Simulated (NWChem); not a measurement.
System: GeH₄; SMILES [GeH4]

Program: NWChem. Pople sets run with spherical d functions. Level PBE/6-31G*: optimisations from one semi-empirical or force-field start; each run changes one setting, and all end within 0.3 mHa of each other.

| setting | optimisation steps |
|---|---|
| redundant internal coordinates, default thresholds | 3 |
| tight thresholds | 4 |
| loose thresholds | 2 |
| symmetry off | 3 |
